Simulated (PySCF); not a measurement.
**Two-component Hartree-Fock for Sm²⁷⁺ (samarium, charge +27)**

Start: [Ar] 3d10 4s2 4p5; 4p1/2 filled at m_j = -1/2, +1/2; 4p3/2 filled at m_j = -1/2, +1/2, +3/2. Calculated with PySCF 2.14 in an uncontracted even-tempered set (17 s from 2.3 bohr⁻², ratio 2.8; 14 p from 2.9 bohr⁻², ratio 2.8; 8 d from 5.2 bohr⁻², ratio 2.8; 4 f from 16 bohr⁻², ratio 3): generalised Hartree-Fock with the X2C-1e Hamiltonian and a Gaussian nucleus; one run each with spin-orbit coupling (SO) switched off, then screened by Boettger's factors.

| spinor shell | electrons | ε, spin-free (eV) | ε, screened SO (eV) | weight of nominal j (screened SO) | rms radius, screened SO (bohr) |
| --- | --- | --- | --- | --- | --- |
| 1s1/2 | 2 | -47985.8 | -47977.4 | 1.000 | 0.0259 |
| 2s1/2 | 2 | -8722.3 | -8719.3 | 1.000 | 0.105 |
| 2p1/2 | 2 | -7874.8 | -8299.1 | 1.000 | 0.0899 |
| 2p3/2 | 4 | -7874.8 | -7690.5 | 1.000 | 0.0961 |
| 3s1/2 | 2 | -2636.3 | -2635.0 | 1.000 | 0.269 |
| 3p1/2 | 2 | -2364.7 | -2454.6 | 1.000 | 0.260 |
| 3p3/2 | 4 | -2364.7 | -2324.6 | 1.000 | 0.272 |
| 3d3/2 | 4 | -2001.5 | -2017.5 | 1.000 | 0.244 |
| 3d5/2 | 6 | -2001.5 | -1989.4 | 1.000 | 0.247 |
| 4s1/2 | 2 | -1128.7 | -1128.2 | 1.000 | 0.572 |
| 4p1/2 | 2 | -1026.3 | -1051.6 | 0.997 | 0.578 |
| 4p3/2 | 3 | -1026.3 | -1014.8 | 0.998 | 0.601 |

| quantity | spin-free | screened SO |
| --- | --- | --- |
| E (hartree) | -10066.07994 | -10072.47820 |
| M_J | 3/2 | 3/2 |
| ⟨J²⟩ | 3.752 | 3.752 |
| ⟨L²⟩ | 2.001 | 2.034 |
| ⟨S²⟩ | 0.750 | 0.784 |

Each row is a mean over spinors that exchange with the open shell spreads, by up to 9.861 eV (4s1/2).

Breit and QED terms are absent; they matter most for the inner s and p1/2 levels.

Densities and radii are taken from the X2C orbitals without a picture-change correction, which distorts them close to the nucleus.

Without spin-orbit coupling the j labels of p, d and f shells carry no meaning; the spin-free column gives the mean over the occupied spinors of each nl shell.
